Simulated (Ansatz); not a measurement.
Geometry optimisation, RKS PBE/def2-SVP in Ansatz.

Input file:

```yaml
crystal:
  periodic: [false, false, false]
  atoms:
    - { symbol: Si, position_ang: [0.0, 0.0, 0.0] }
    - { symbol: H, position_ang: [0.0, 0.0, 1.81] }
    - { symbol: O, position_ang: [1.5842, 0.0, -0.5594] }
    - { symbol: H, position_ang: [1.9006, -0.9521, -0.6761] }
    - { symbol: F, position_ang: [-0.7489, 1.2974, -0.5295] }
    - { symbol: O, position_ang: [-0.7913, -1.3709, -0.5594] }
    - { symbol: H, position_ang: [-1.2459, -1.8365, 0.2129] }
    - { symbol: Br, position_ang: [1.3688, 2.0643, 0.823] }
    - { symbol: H, position_ang: [0.5179, 0.781, 1.9196] }
basis:
  gaussian: { orbitals: def2-SVP }
hamiltonian:
  xc: pbe
relax:
  f_tol: 0.15
  max_steps: 25
  restrain:
    - { distance: [0, 7], at: 3.51, k: 30.0 }
    - { distance: [8, 1], at: 1.86, k: 30.0 }
    - { distance: [0, 1], at: 1.46, k: 30.0 }
    - { distance: [8, 7], at: 1.55, k: 30.0 }
```

Run as:

```bash
$ ansatz run input.yaml --threads 4 --pin off --max-ram 5120MiB --backend cpu --events-out ev --progress --plain --runs-dir out
```

Q: Where does it end, and by what steps?

A: The run converged. The restraints hold the end off the free minimum; the threshold counts their pulls, which the force column leaves out. Restrained pairs: Si1–Br8 (2.61 → 3.52 Å), H2–H9 (0.94 → 1.86 Å), Si1–H2 (1.81 → 1.47 Å), Br8–H9 (1.89 → 1.50 Å). After 11 steps the energy has fallen by 2.719 eV (the restraints' own energy left out); Br8 moved furthest, 0.87 Å.

```json
{"step": "0", "energy less start (eV)": "0.0000", "largest force component (eV/Å)": "3.434", "accepted": "yes"}
{"step": "1", "energy less start (eV)": "-0.9492", "largest force component (eV/Å)": "2.615", "accepted": "yes"}
{"step": "2", "energy less start (eV)": "-1.5432", "largest force component (eV/Å)": "4.551", "accepted": "yes"}
{"step": "3", "energy less start (eV)": "-2.0460", "largest force component (eV/Å)": "4.641", "accepted": "yes"}
{"step": "4", "energy less start (eV)": "-2.4805", "largest force component (eV/Å)": "1.847", "accepted": "yes"}
{"step": "5", "energy less start (eV)": "-2.6158", "largest force component (eV/Å)": "1.173", "accepted": "yes"}
{"step": "6", "energy less start (eV)": "-2.6663", "largest force component (eV/Å)": "1.324", "accepted": "yes"}
{"step": "7", "energy less start (eV)": "-2.6878", "largest force component (eV/Å)": "1.274", "accepted": "yes"}
{"step": "8", "energy less start (eV)": "-2.7126", "largest force component (eV/Å)": "1.228", "accepted": "yes"}
{"step": "9", "energy less start (eV)": "-2.3662", "largest force component (eV/Å)": "3.485", "accepted": "no"}
{"step": "10", "energy less start (eV)": "-2.6917", "largest force component (eV/Å)": "1.346", "accepted": "no"}
{"step": "11", "energy less start (eV)": "-2.7191", "largest force component (eV/Å)": "1.217", "accepted": "yes"}
```

```xyz
9
Properties=species:S:1:pos:R:3
Si -0.002 -0.229 0.068
H -0.083 -0.053 1.529
O 1.568 -0.276 -0.443
H 1.743 -1.010 -1.059
F -0.808 1.024 -0.586
O -0.697 -1.666 -0.406
H -1.601 -1.850 -0.092
Br 1.430 2.686 1.424
H 1.034 1.357 2.007
```

Run time: 15 s on 4 threads of Intel(R) Xeon(R) Platinum 8259CL CPU @ 2.50GHz (Skylake/Cascade Lake) (shared host), peak memory 0.18 GiB.
